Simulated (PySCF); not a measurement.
N-methylpyridinium, C6H8N (charge +1).
Bonds: C1–N2, N2–C3 (aromatic), C3–C4 (aromatic), C4–C5 (aromatic), C5–C6 (aromatic), C6–C7 (aromatic), N2–C7 (aromatic). Hydrogens: H8, H9, H10 on C1; H11 on C3; H12 on C4; H13 on C5; H14 on C6; H15 on C7.

The calculation used TDDFT PBE0/def2-SVPD, vertical, gas phase, core orbitals frozen in the response (PySCF). Isolated species at its PBE0-D3(BJ)/def2-SVP geometry, gas phase.

Broadening: Gaussians 0.25 eV wide at half height, area fixed by f = 4.319×10⁻⁹ ∫ε dν̃. The width is an assumption, not a result. The curve ends short of the highest state used, and states not computed would add to its high-energy end.

| E (eV) | ε (L mol⁻¹ cm⁻¹) |
| --- | --- |
| 5.11 | 13 |
| 5.23 | 385 |
| 5.34 | 2815 |
| 5.45 | 7031 |
| 5.56 | 6002 |
| 5.67 | 1752 |
| 5.79 | 138 |
| 5.90 | 97 |
| 6.01 | 860 |
| 6.12 | 2736 |
| 6.23 | 2976 |
| 6.34 | 1106 |
| 6.46 | 110 |
| 6.57 | 4 |
| 6.68 | 0 |
| 6.79 | 2 |
| 6.90 | 100 |
| 7.02 | 3216 |
| 7.13 | 27379 |
| 7.24 | 84634 |
| 7.35 | 95041 |
| 7.46 | 39002 |
| 7.58 | 4694 |
| 7.69 | 234 |

Task: Locate the maxima and give the states behind the curve.

Result: 226 nm (5.49 eV), ε about 7500, made up of S1 (100%); 201 nm (6.18 eV), ε about 3300, made up of S2 (100%); 170 nm (7.31 eV), ε about 100000, made up of S5 (67%) and S6 (33%) (ε in L mol⁻¹ cm⁻¹; maxima over ε = 5, shares over 10%). The states used: S1 5.49 eV (f 0.070); S2 6.18 eV (f 0.030); S3 7.19 eV (f 0.0053); S4 7.27 eV (f 0.0001); S5 7.29 eV (f 0.643); S6 7.34 eV (f 0.332); S7 8.08 eV (f 0.0001); S8 8.20 eV (f 0.0070); S9 8.27 eV (f 0.0017); S10 8.29 eV (f 0.0060).

Task: Coming from long wavelengths, where does ε first pass 100 L mol⁻¹ cm⁻¹?

Result: At about 239 nm (5.18 eV), 0.31 eV below S1.

Task: On this curve, what absorbance would a 10⁻⁵ mol/L sample give at 193 nm over a 1 cm path?

Result: 193 nm is 6.424 eV, where ε is about 250 L mol⁻¹ cm⁻¹, so A = ε c l ≈ 0.0025 (Beer–Lambert, with the gas-phase spectrum and the assumed width).

Task: What would ε be at 7.31 eV, the highest of these maxima, with half the width (0.125 eV)?

Result: About 188000 L mol⁻¹ cm⁻¹ against 102000, a factor of about 1.8; a lone state at its own centre would give exactly 2.

The vertical ionisation energy (ΔSCF) is 15.15 eV, 6.86 eV above S10.
